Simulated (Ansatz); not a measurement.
CH₆Ge (`[CH3][GeH3]`), charge 0, multiplicity 1.

(1) Give a relaxed structure at PBE0-D4/def2-TZVP (the Gaussian-basis code of Ansatz). (Best estimate.)

Results:

(1) Ansatz gave: 
Z-matrix (Å, degrees):
```
C
Ge 1 1.953
H 1 1.090 2 110.3
H 1 1.090 2 110.3 3 120.0
H 1 1.090 2 110.3 3 -120.0
H 2 1.539 1 110.4 3 -59.8
H 2 1.539 1 110.4 3 60.2
H 2 1.539 1 110.4 3 -179.8
```
Point group C3v.
